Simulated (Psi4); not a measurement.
H3FGeO (SMILES [OH][GeH2][F]), singlet, geometry from GFN2-xTB; PBE/cc-pVDZ (Psi4).

The Psi4 input:
```
memory 2 GB

molecule {
0 1
  Ge   -0.24212442   -0.26109592    0.01371590
  O     1.41819854   -0.42931775   -0.39004303
  F    -0.44440720    1.45395820    0.28030345
  H    -1.03544650   -0.60480716   -1.19822270
  H    -0.60203165   -0.86270120    1.33784650
  H     2.03953615    0.17149624    0.01908073
}

set basis cc-pvdz

energy('pbe')
print_variables()
```

It wrote (shortened):

```
   => Loading Basis Set <=

    Name: CC-PVDZ
    Role: ORBITAL
    Keyword: BASIS

         ---------------------------------------------------------
                                   SCF
               by Justin Turney, Rob Parrish, Andy Simmonett
                          and Daniel G. A. Smith
                              RKS Reference
         ---------------------------------------------------------

  ==> Geometry <==

    Molecular point group: c1
    Full point group: C1

    Geometry (in Angstrom), charge = 0, multiplicity = 1:

       Center              X                  Y                   Z               Mass
    ------------   -----------------  -----------------  -----------------  -----------------
         GE          -0.213072787665    -0.262429801050     0.011389121456    73.921177761000
         O            1.447250172335    -0.430651631050    -0.392369808544    15.994914619570
         F           -0.415355567665     1.452624318950     0.277976671456    18.998403162730
         H           -1.006394867665    -0.606141041050    -1.200549478544     1.007825032230
         H           -0.572980017665    -0.864035081050     1.335519721456     1.007825032230
         H            2.068587782335     0.170162358950     0.016753951456     1.007825032230

  Running in c1 symmetry.

  Rotational constants: A =      0.47807  B =      0.23886  C =      0.17073 [cm^-1]
  Rotational constants: A =  14332.09623  B =   7160.92479  C =   5118.28119 [MHz]
  Nuclear repulsion =  223.586707711329325

  Charge       = 0
  Multiplicity = 1
  Electrons    = 52
  Nalpha       = 26
  Nbeta        = 26

  ==> Algorithm <==

  SCF Algorithm Type is DF.
  DIIS enabled.
  MOM disabled.
  Fractional occupation disabled.
  Guess Type is SAD.
  Energy threshold   = 1.00e-06
  Density threshold  = 1.00e-06
  Integral threshold = 1.00e-12

  ==> Primary Basis <==

  Basis Set: CC-PVDZ
    Blend: CC-PVDZ
    Number of shells: 32
    Number of basis functions: 70
    Number of Cartesian functions: 74
    Spherical Harmonics?: true
    Max angular momentum: 2

  ==> DFT Potential <==

   => LibXC <=

    Version 7.1.2
    S. Lehtola, C. Steigemann, M. J. T. Oliveira, and M. A. L. Marques,  SoftwareX 7, 1–5 (2018) (10.1016/j.softx.2017.11.002)

   => Composite Functional: PBE <=

    PBE GGA Exchange-Correlation Functional

    J.P. Perdew et. al., Phys. Rev. Lett., 77(18), 3865-3868, 1996

    Deriv               =              1
    GGA                 =           TRUE
    Meta                =          FALSE

    Exchange Hybrid     =          FALSE
    MP2 Hybrid          =          FALSE

   => Exchange Functionals <=

    1.0000     XC_GGA_X_PBE

   => Correlation Functionals <=

    1.0000     XC_GGA_C_PBE

   => LibXC Density Thresholds  <==

    XC_GGA_C_PBE:  1.00E-12
    XC_GGA_X_PBE:  1.00E-15

   => Molecular Quadrature <=

    Radial Scheme          =       TREUTLER
    Pruning Scheme         =           NONE
    Nuclear Scheme         =       TREUTLER

    Blocking Scheme        =         OCTREE
    BS radius alpha        =              1
    Pruning alpha          =              1
    Radial Points          =             75
    Spherical Points       =            302
    Total Points           =         130552
    Total Blocks           =           1016
    Max Points             =            256
    Max Functions          =             70
    Weights Tolerance      =       1.00E-15

   => Loading Basis Set <=

    Name: (CC-PVDZ AUX)
    Role: JKFIT
    Keyword: DF_BASIS_SCF

  ==> Integral Setup <==

  SCF_SUBTYPE=INCORE selected. In-core MEM_DF algorithm will be used.
  Using in-core AOs.

  ==> MemDFJK: Density-Fitted J/K Matrices <==

    J tasked:                   Yes
    K tasked:                    No
    wK tasked:                   No
    Algorithm:                 Core
    Schwarz Cutoff:           1E-12
    Mask sparsity (%):       0.0000
    Fitting Condition:        1E-10

   => Auxiliary Basis Set <=

  Basis Set: (CC-PVDZ AUX)
    Blend: CC-PVDZ-JKFIT
    Number of shells: 122
    Number of basis functions: 380
    Number of Cartesian functions: 446
    Spherical Harmonics?: true
    Max angular momentum: 3

  Minimum eigenvalue in the overlap matrix is 2.3334191360E-02.
  Reciprocal condition number of the overlap matrix is 6.1966735133E-03.
    Using symmetric orthogonalization.

  ==> Pre-Iterations <==

  SCF Guess: Superposition of Atomic Densities via on-the-fly atomic UHF (no occupation information).

   -------------------------
    Irrep   Nso     Nmo
   -------------------------
     A         70      70
   -------------------------
    Total      70      70
   -------------------------

  ==> Iterations <==

                           Total Energy        Delta E     RMS |[F,P]|

   @DF-RKS iter SAD: -2250.03265872107386   -2.25003e+03   0.00000e+00
   @DF-RKS iter   1: -2252.72255399169535   -2.68990e+00   1.71740e-02 DIIS/ADIIS
   @DF-RKS iter   2: -2252.46860567940530    2.53948e-01   2.29598e-02 DIIS/ADIIS
   @DF-RKS iter   3: -2253.32844816886745   -8.59842e-01   5.64335e-03 DIIS/ADIIS
   @DF-RKS iter   4: -2253.37845744070182   -5.00093e-02   2.40239e-03 DIIS/ADIIS
   @DF-RKS iter   5: -2253.38835880107490   -9.90136e-03   5.51216e-04 DIIS/ADIIS
   @DF-RKS iter   6: -2253.38885935958069   -5.00559e-04   1.09263e-04 DIIS/ADIIS
   @DF-RKS iter   7: -2253.38887864215940   -1.92826e-05   1.97438e-05 DIIS
   @DF-RKS iter   8: -2253.38887946002887   -8.17869e-07   2.18846e-06 DIIS
   @DF-RKS iter   9: -2253.38887947451985   -1.44910e-08   2.97155e-07 DIIS
  Energy and wave function converged.

  ==> Post-Iterations <==

   Electrons on quadrature grid:
      Ntotal   =   52.0000047595 ; deviation = 4.759e-06

    Orbital Energies [Eh]
    ---------------------

    Doubly Occupied:

[...]
    Virtual:

[...]
    Final Occupation by Irrep:
              A
    DOCC [    26 ]
    NA   [    26 ]
    NB   [    26 ]

  @DF-RKS Final Energy: -2253.38887947451985

   => Energetics <=

    Nuclear Repulsion Energy =            223.5867077113293249
    One-Electron Energy =               -3584.3156285294649024
    Two-Electron Energy =                1206.1197626012333330
    DFT Exchange-Correlation Energy =     -98.7797212576176662
    Empirical Dispersion Energy =           0.0000000000000000
    VV10 Nonlocal Energy =                  0.0000000000000000
    Total Energy =                      -2253.3888794745198538

Computation Completed

Properties will be evaluated at   0.000000,   0.000000,   0.000000 [a0]

Properties computed using the SCF density matrix

 Multipole Moments:

 ------------------------------------------------------------------------------------
     Multipole            Electronic (a.u.)      Nuclear  (a.u.)        Total (a.u.)
 ------------------------------------------------------------------------------------

 L = 1.  Multiply by 2.5417464519 to convert [e a0] to [Debye]
 Dipole X            :         -2.7629040            2.8547808            0.0918769
 Dipole Y            :         -0.2955217           -0.1310744           -0.4265961
 Dipole Z            :          0.4277319           -0.2286424            0.1990895
 Magnitude           :                                                    0.4796480

 ------------------------------------------------------------------------------------

  Variable Map:
  ----------------------------------------------------------------------------
[...]
  Array Variable Map:
  ----------------------------------------------------------------------------
[...]
[...]
```
